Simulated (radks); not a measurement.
Question: Sr9+, 29 electrons, occupied as [Ar] 3d10 4s1. Method: Dirac Kohn-Sham, PBEsol, spin-unpolarised, spherical densities, point nucleus; computed with a radial shooting solver on a logarithmic mesh with Libxc functionals. Some entries of the table are withheld. Estimate them.

orbital,occ.,eigenvalue (eV),r(max) (bohr),<r> (bohr)
1s1/2,2,-16080.39,0.02554,0.03918
2s1/2,2,-2311.421,(1),0.1722
2p1/2,2,-2118.585,(2),0.1474
2p3/2,4,-2050.142,(3),0.1516
3s1/2,2,-484.8324,0.4353,(4)
3p1/2,2,-414.5738,(5),(6)
3p3/2,4,-403.9302,(7),(8)
3d3/2,4,-280.3407,0.3723,0.4858
3d5/2,6,-278.4510,0.3749,0.4892
4s1/2,1,-168.7998,1.096,1.174

Answer: 
(1) 2s1/2 r(max) (bohr): 0.1453
(2) 2p1/2 r(max) (bohr): 0.1136
(3) 2p3/2 r(max) (bohr): 0.1171
(4) 3s1/2 <r> (bohr): 0.4895
(5) 3p1/2 r(max) (bohr): 0.4237
(6) 3p1/2 <r> (bohr): 0.4877
(7) 3p3/2 r(max) (bohr): 0.4326
(8) 3p3/2 <r> (bohr): 0.4977
